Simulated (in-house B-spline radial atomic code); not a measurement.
Values are calculated unless marked as measured or tabulated.
# Correlation energy from the adiabatic connection: −Z exp(−kr)/r, Z = 8.58, k = 2.01

Two electrons in a singlet, external potential −Z exp(−kr)/r, Z = 8.58, k = 2.01 (atomic units). Full CI in B-splines (partial waves to l = 8, correlation up to 0.6 % small) with the density held fixed gives W(λ) = <V_ee>_λ − U, and E_c is the integral of W(λ) − W(0) from 0 to 1.

```tsv
λ	W(λ) − W(0) (hartree)
0	0.00000
0.02	-0.00188
0.05	-0.00470
0.12	-0.01124
0.25	-0.02327
0.4	-0.03698
0.6	-0.05496
0.8	-0.07262
1	-0.08996
```

(1) Integrate the table by the trapezoid rule.

(2) Now use only three numbers: W(0) = -4.9104, the initial slope W'(0) = -0.09417 (extrapolated from the first points) and the strong-coupling limit of the point-charge-plus-continuum model, W∞ = -6.9865. What do second-order theory and the interpolation W(λ) = W∞ + (W(0) − W∞)/√(1 + 2χλ) of Seidl, Perdew and Levy give?

Results:

(1) The strips give -0.00002, -0.00010, -0.00056, -0.00224, -0.00452, -0.00919, -0.01276, -0.01626, which sum to -0.04565 hartree. The direct value, W(1) − W(0) + T_c with T_c = 0.04429, is -0.04567; the curve is convex, so chords lie above it and the trapezoids fall short in size by 0.05 %.

(2) Second order keeps the slope alone: E_c = W'(0)/2 = -0.04709, +3 % in size against -0.04567. Matching the slope fixes χ = W'(0)/(W∞ − W(0)) = -0.09417/(-2.07610) = 0.04536. Integrating, with s = √(1 + 2χ) = 1.044375, E_c = −(W(0) − W∞)(s − 1)/(s + 1) = −2.07610 × 0.044375/2.044375 = -0.04506 hartree, -1.3 % in size against the full result. At λ = 1 the formula gives W − W(0) = -0.08821 against -0.08996. Part of the miss can come from the model's W∞.
